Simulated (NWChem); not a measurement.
System: C2H6AlF; SMILES [F][Al]([CH3])[CH3]

Program: NWChem. All runs use the structure optimised with PBE-D3(BJ)/def2-SVP. Static field.

For level PBE/aug-cc-pVDZ:

```yaml
isotropic polarisability (bohr³): 54.9
anisotropy (bohr³): 17.5
```

Estimate the same quantities for level Hartree-Fock/aug-cc-pVDZ.


| Item | Result |
|---|---|
| isotropic polarisability (bohr³) | 46.9 |
| anisotropy (bohr³) | 12.2 |
